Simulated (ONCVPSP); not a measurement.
**Transferability test, ONCV potential for chromium**

```
Element                 : Cr
Generator               : ONCVPSP 4.0.1
Type                    : optimised norm-conserving Vanderbilt (ONCV)
Functional              : PBE
Relativity              : scalar-relativistic
Frozen core             : [Ne]
Valence charge          : 14
Reference configuration : 3s2 3p6 3d5 4p1
Partial waves           : 3s: rc 0.80 bohr, ncon 3, nbas 6, qcut 7.4 1/bohr, 2 projectors, debl 2.4 Ha; 3p+4p: rc 1.40 bohr, ncon 4, nbas 9, qcut 12.2 1/bohr, 2 projectors; 3d: rc 2.10 bohr, ncon 3, nbas 8, qcut 8.4 1/bohr, 3 projectors, debl 4 Ha
Local potential         : polynomial inside 0.55 bohr (lpopt 1, dvloc0 0 Ha)
Core correction         : Teter function, fcfact 3.75, rcfact 1.25
```

In the s channel the program set the typed energies aside and used -2.770, 0.250 Ha.

Energies are relative to the spin-unpolarised reference configuration 3s2 3p6 3d5 4p1; without spin polarisation the order of configurations can differ from experiment.

| valence configuration | charge | ΔE all-electron (eV) | error AE − PS (meV) |
| --- | --- | --- | --- |
| 3s2 3p6 3d5 4s1 4p0 | 0 | -3.122 | +1.5 |
| 3s2 3p6 3d5 4p0 | +1 | 3.780 | +1.6 |
| 3s2 3p6 3d4 4p0 | +2 | 19.832 | +29 |
| 3s2 3p6 3d4 4s1 4p0 | +1 | 4.866 | +56 |

Levels in the configuration 3s2 3p6 3d5 4p0:

```json
{"level": "3s", "all-electron (eV)": "-80.984", "pseudo (eV)": "-80.988"}
{"level": "3p", "all-electron (eV)": "-52.475", "pseudo (eV)": "-52.478"}
{"level": "3d", "all-electron (eV)": "-9.875", "pseudo (eV)": "-9.885"}
```
